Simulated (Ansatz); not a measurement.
A run on C$_{2}$H$_{6}$BFGe (`C[CH]1[GeH2][B]1F`) with other settings.

```yaml
crystal:
  periodic: [false, false, false]
  atoms:
    - {symbol: C, position_ang: [-1.357635, -0.401483, 0.686163]}
    - {symbol: C, position_ang: [0.114189, 0.274412, 0.293253]}
    - {symbol: Ge, position_ang: [1.497503, 0.136275, -0.468327]}
    - {symbol: B, position_ang: [-0.019945, 1.126021, -1.007114]}
    - {symbol: F, position_ang: [-0.807511, 1.524538, -1.670577]}
    - {symbol: H, position_ang: [-1.914320, -0.805868, -0.244895]}
    - {symbol: H, position_ang: [-1.045736, -1.252515, 1.643472]}
    - {symbol: H, position_ang: [-2.415836, 0.200704, 1.197938]}
    - {symbol: H, position_ang: [0.401110, 0.545119, 1.387241]}
    - {symbol: H, position_ang: [2.778690, 0.380982, 0.412765]}
    - {symbol: H, position_ang: [2.050724, -1.238312, -1.420032]}
basis:
  gaussian: {orbitals: STO-3G}
hamiltonian: {xc: {name: BHLYP}, dispersion: d3bj}
scf: {lower_state_search: full}
```

```sh
$ ansatz run in.yaml --threads 4 --pin off --events-out ev --progress --plain --max-ram 10444MiB
```

It prints (some lines left out):

```
Functional definition: BHLYP
548 factors; integrals over basis functions are off by at most 5.2e-5 eV
mean field evaluation 1: about -61350.1993 eV, gradient 1.8e1 eV
mean field evaluation 2: about -61350.2066 eV, gradient 1.8e1 eV
mean field evaluation 4: about -61351.4918 eV, gradient 1.4e0 eV
mean field evaluation 8: about -61351.4996 eV, gradient 3.3e-2 eV
mean field evaluation 16: about -61351.4996 eV, gradient 1.6e-5 eV
mean field -61351.49963040 eV, -2254.6260258772 hartree, gradient 1.6e-5 eV, S^2 0.000000; 0 other end points of the search recorded, 0 dependent functions left out
reference -61351.49976163 eV, -2254.6260306998 hartree; 32, 32 occupied and 12, 12 virtual orbitals, 548 factors
Total energy: -61351.82341716 eV, -2254.6379248211 hartree
```

It took 0.3 s on 4 threads of an AMD EPYC 9R45 on a shared host, with 0.12 GiB of host memory at the peak.
